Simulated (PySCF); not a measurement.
## Electronic absorption of BF2H4NSi

BF2H4NSi.
SMILES: `FB([SiH2]N)F`

Theory: PySCF 2.14.0, density-fitted response routines, TDDFT CAM-B3LYP/def2-SVPD, vertical, gas phase, core orbitals frozen in the response. The structure is a single PBE0-D3(BJ)/def2-SVP conformer in the gas phase; no vibrational or solvent corrections. Torsions of this conformer, `[NH2:1][SiH2:2][B:3]([F:4])[F:5]`: N1–Si2–B3–F4 12°, H–N1–Si2–B3 -36°, H–N1–Si2–B3 178°.

```csv
state,E (eV),λ (nm),f,"main configurations (H = HOMO, L = LUMO)"
S1,6.02,205.9,0.014,H→L (92%)
S2,6.27,197.8,0.017,H→L+1 (86%)
S3,6.82,181.8,0.039,H-1→L (92%)
S4,7.54,164.5,0.031,"H→L+2 (74%), H→L+4 (9%)"
S5,7.86,157.7,0.016,"H-1→L+1 (56%), H→L+3 (15%), H→L+4 (11%)"
S6,8.00,155.0,0.013,"H→L+3 (46%), H-1→L+1 (22%), H→L+4 (19%)"
S7,8.08,153.4,0.019,"H→L+4 (47%), H→L+3 (20%), H→L+7 (14%)"
S8,8.22,150.8,0.034,"H→L+5 (75%), H-2→L+1 (10%)"
S9,8.48,146.3,0.138,"H-2→L (78%), H-1→L+2 (11%)"
S10,8.64,143.6,0.0090,"H-1→L+2 (75%), H-2→L (13%)"
```

Triplets, Tamm–Dancoff:

| state | E (eV) | λ (nm) | main configurations (H = HOMO, L = LUMO) |
| --- | --- | --- | --- |
| T1 | 5.20 | 238.3 | H-1→L (62%), H→L (34%) |
| T2 | 5.88 | 210.9 | H→L+1 (79%), H→L+2 (11%) |
| T3 | 5.99 | 207.0 | H→L (60%), H-1→L (33%) |
| T4 | 7.23 | 171.4 | H→L+2 (55%), H→L+4 (19%), H→L+1 (10%) |

The lowest singlet lies at 6.02 eV (206 nm, ultraviolet) and is weak; its leading configuration is HOMO→LUMO (92%). The strongest level in the table is S9 at 8.48 eV (146 nm, f = 0.138). Löwdin shares by element: HOMO nitrogen 58%, silicon 16%, hydrogen 16% or more; LUMO boron 39%, fluorine 27%, silicon 24%. Weighted by f, the mean energy of these states is 7.88 eV. Of the 10 states listed, 9 reach f = 0.01 and none stays under 0.0005. The listed states span 2.61 eV, and the widest gap between neighbours is 0.72 eV (S3 to S4). The vertical ionisation energy (ΔSCF) is 10.06 eV, 1.42 eV above S10. Singlets were solved by full linear response, triplets in the Tamm–Dancoff approximation.
